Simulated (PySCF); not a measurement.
[CrO4]4- by CASSCF and spin-orbit coupling

[CrO4]4-: Cr(IV) (d2), charge -4. The structure is a PBE0-D3(BJ)/def2-TZVP, IEF-PCM water geometry optimised for multiplicity 3; coordination tetrahedral, point group Td, metal–donor distances 1.78 Å.

```
5

Cr    0.0000    0.0000    0.0000
O     1.0281    1.0281    1.0281
O     1.0281   -1.0281   -1.0281
O    -1.0281   -1.0281    1.0281
O    -1.0281    1.0281   -1.0281
```

Method (PySCF 2.14, density fitting): CASSCF(2,5) with orbitals averaged over all microstates of the shell, strongly contracted NEVPT2 on the averaged canonical orbitals; basis x2c-TZVPall on the metal, x2c-SVPall elsewhere; spin-free X2C; IEF-PCM water; spin-orbit coupling by state interaction with the mean-field operator over all roots.

## Spin-free states

```tsv
2S+1	deg.	symmetry	free-ion term	CASSCF / cm⁻¹	NEVPT2 / cm⁻¹	f(ED)
3	1	3A2	3F 1.00	0	0	–
1	2	1E	1D 0.72	14462	12483	–
3	3	3T2	3F 1.00	11401	13705	0
3	3	3T1	3F 0.79	18119	20564	5.3e-03
1	1	1A1	1G 0.92	24500	21759	–
1	3	1T2	1D 0.79	25154	25186	–
1	3	1T1	1G 1.00	28832	28287	–
3	3	3T1	3P 0.79	29475	29603	4.1e-03
1	2	1E	1G 0.72	36679	38240	–
1	3	1T2	1G 0.79	39054	39313	–
1	1	1A1	1S 0.92	60857	53771	–
```

Energies are counted from the ground state at NEVPT2 level. Weights follow the labels. f(ED) is the electric-dipole oscillator strength from the ground state at the fixed geometry, without vibronic coupling; occupations, where given, run over the ligand-field orbitals from the lowest.

Ligand-field fit:

| cm⁻¹ | CASSCF |
| --- | --- |
| 10Dq | 10867 |
| B | 897 |
| B, free ion | 1260 |
| C | 3508 |
| C, free ion | 4759 |
| rms of the fit | 520 |

```json
{"orbital": "1", "CASSCF / cm⁻¹": "0", "metal share": "0.91", "main function": "degenerate set"}
{"orbital": "2", "CASSCF / cm⁻¹": "0", "metal share": "0.91", "main function": "degenerate set"}
{"orbital": "3", "CASSCF / cm⁻¹": "10867", "metal share": "0.79", "main function": "degenerate set"}
{"orbital": "4", "CASSCF / cm⁻¹": "10867", "metal share": "0.79", "main function": "degenerate set"}
{"orbital": "5", "CASSCF / cm⁻¹": "10867", "metal share": "0.79", "main function": "degenerate set"}
```

ζ = 235 cm⁻¹, against 319 for the free ion.

## Spin-orbit levels

```tsv
E / cm⁻¹	deg.	make-up
0.0	3	1.00 3A2
12408.4	2	0.95 1E + 0.05 3T2
13628.7	1	1.00 3T2
13670.9	3	1.00 3T2
13753.8	3	1.00 3T2
13814.9	2	0.95 3T2 + 0.05 1E
20456.6	3	1.00 3T1
20473.5	2	1.00 3T1
20697.8	3	1.00 3T1
20741.0	1	0.94 3T1 + 0.06 1A1
```

Only the lowest levels are listed: 23 of 45 states.

## Magnetism

The ground multiplet follows a spin Hamiltonian with S = 1, g = 1.945, 1.945, 1.945, D = 0 (spin-orbit part alone); the lowest levels hold 100 % of the spin-free ground state. μeff is 2.79 μB at 300 K and 2.75 μB at 10 K; the spin-only value is 2.83 μB.

```
T / K  χT / cm³ K mol⁻¹  μeff / μB
    2             0.946       2.75
    5             0.946       2.75
   10             0.947       2.75
   20             0.948       2.75
   30             0.949       2.75
   50             0.950       2.76
   75             0.953       2.76
  100             0.955       2.76
  150             0.960       2.77
  200             0.964       2.78
  250             0.969       2.78
  300             0.973       2.79
```

Powder magnetisation at 2 K: 0.42 μB at 0.5 T, 0.79 μB at 1 T, 1.34 μB at 2 T, 1.64 μB at 3 T, 1.87 μB at 5 T, 1.93 μB at 7 T.

No frequencies were computed for the optimised geometry. Charge-transfer states lie outside this active space and may come lower than some of these levels. NEVPT2 lifts 3T2 from 11401 to 13705 cm⁻¹; on the d shell alone such lifts tend to overshoot. An active orbital has only 0.74 squared overlap with the free ion's shell, so the metal shell alone is a small active space here. NEVPT2 on the d shell alone tends to put d–d bands too high for such charged or covalently bound ions.

The job took 3.7 s on one thread of Arm Neoverse V2 (shared host), with 104 basis functions, launched as `OMP_NUM_THREADS=1 python lf_run.py task.json out`.
